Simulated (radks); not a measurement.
Values are calculated unless marked as measured or tabulated.
Excited configurations of F: one electron is placed in a higher orbital outside [He] 2s2 2p4. The ground configuration is [He] 2s2 2p5. Level of theory: scalar-relativistic Kohn-Sham, PBE, spin-unpolarised, spherical densities, finite nucleus; Fermi nuclear charge, rms radius 2.8976 fm (a radial shooting solver on a logarithmic mesh with Libxc functionals). Excitation = E - E(ground); binding = E(ion) - E, where the ion is the core of charge +1; n* = 1/sqrt(2 binding) in atomic units, and the quantum defect is n - n*.

| outer orbital | excitation (eV) | binding (eV) | n* | quantum defect | eigenvalue (eV) |
|---|---|---|---|---|---|
| 3p | 16.444 | 2.946 | 2.149 | 0.851 | -1.445 |
| 3d | 17.829 | 1.561 | 2.952 | 0.048 | -0.716 |
| 4s | 17.359 | 2.031 | 2.588 | 1.412 | -1.207 |
| 5p | 18.470 | 0.920 | 3.845 | 1.155 | -0.575 |
| 5d | 18.737 | 0.653 | 4.563 | 0.437 | -0.406 |
| 5f | 18.768 | 0.622 | 4.678 | 0.322 | -0.365 |
| 6s | 18.665 | 0.725 | 4.331 | 1.669 | -0.476 |
| 6d | 18.923 | 0.467 | 5.399 | 0.601 | -0.305 |
| 6f | 18.942 | 0.448 | 5.514 | 0.486 | -0.284 |

The Delta-SCF ionisation energy is 19.390 eV (NIST Atomic Spectra Database: 17.423 eV, measured). Self-interaction in the functional shifts the binding energies and quantum defects, so they are the method's values and not measured ones. Spin polarisation and multiplet splitting are left out, so open shells lie too high by an amount that depends on their filling.

Beside tabulated values, note that spin-unpolarised runs miss the spin-polarisation part of the exchange energy of open shells.
